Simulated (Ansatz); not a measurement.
CuH2S2, that is [Cu(SH)2]- with one electron fewer, relaxed as a doublet with UKS r2SCAN-D4/def2-TZVPD in Ansatz, starting from the r2SCAN-D4/def2-TZVPD geometry of the charge -1 singlet. Force threshold 0.02 eV/Å.

The relaxation made no stability test and no search for a lower SCF solution. No other spin state of charge 0 was run.

Start:

```xyz
5

Cu    0.1113   -0.2226    0.2547
S    -1.3958    0.5206    1.6026
H    -1.2100    1.8297    1.3400
S     1.6364   -1.0017   -1.0519
H     0.8581   -1.1260   -2.1455
```

| step | energy (eV) | largest force component (eV/Å) | SCF passes |
| --- | --- | --- | --- |
| 1 | -66344.4719 | 0.322 | 45 |
| 2 | -66344.6263 | 0.978 | 28 |
| 3 | -66344.7374 | 1.254 | 28 |
| 4 | -66344.8344 | 0.572 | 26 |
| 5 | -66344.8547 | 0.118 | 28 |
| 6 | -66344.8605 | 0.103 | 23 |
| 7 | -66344.8630 | 0.084 | 23 |
| 8 | -66344.8637 | 0.002 | 27 |

Force components are those of the run's own axes.

End:

Cartesian coordinates in Å:
```
Cu 0.1578 -0.3154 0.3611
S -1.0006 0.6951 1.8048
H -1.5021 1.6053 0.9453
S 1.3406 -1.3751 -1.0264
H 1.0043 -0.6099 -2.0848
```

By distances, no bond broke or formed. The bond that changes most is Cu1–S2, from 2.15 to 2.11 Å (atoms count from 1).

No frequencies were taken in this run, so the end may be a saddle point.

It took 30 s on 4 threads of Arm Neoverse V2 on a shared host.
